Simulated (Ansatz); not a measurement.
C$_{3}$H$_{8}$Si (`C[SiH]1CC1`). Total charge 0; spin multiplicity 1. All single points use the PBE0-D4/def2-TZVP geometry.

```xyz
12

C     1.128   -1.321    0.685
Si    0.402    0.374    0.427
C    -1.375    0.579   -0.021
C    -0.377    0.831   -1.181
H     2.184   -1.344    0.406
H     1.045   -1.631    1.729
H     0.597   -2.050    0.069
H     1.042    1.455    1.212
H    -2.006   -0.299   -0.122
H    -1.928    1.445    0.329
H    -0.398    0.107   -1.990
H    -0.314    1.852   -1.544
```

(1) What is the dipole moment at ωB97M-V/def2-TZVPP? (An estimate is asked.)

(2) And with PBE, r2SCAN, B3LYP? (An estimate is asked.)

(3) Give the Mulliken charges with ωB97M-V, B3LYP, r2SCAN in def2-TZVPP. (Estimate.)

Answers

(1) The calculation gave: 0.89 D, with components (0.44, -0.75, 0.21) D in this frame, pointing from negative to positive charge.

(2) Ansatz gave: PBE 0.80 D, r2SCAN 0.83 D, B3LYP 0.85 D.

(3) Ansatz gave: 
```tsv
atom	ωB97M-V	B3LYP	r2SCAN
C1	-0.42	-0.37	-0.29
Si2	0.32	0.32	0.33
C3	-0.30	-0.26	-0.22
C4	-0.30	-0.26	-0.22
H5	0.12	0.10	0.08
H6	0.12	0.10	0.08
H7	0.11	0.10	0.07
H8	-0.04	-0.09	-0.09
H9	0.10	0.09	0.06
H10	0.10	0.09	0.06
H11	0.10	0.09	0.06
H12	0.10	0.09	0.06
```

B3LYP here is the variant with VWN-RPA as its local correlation; programs differ in this.
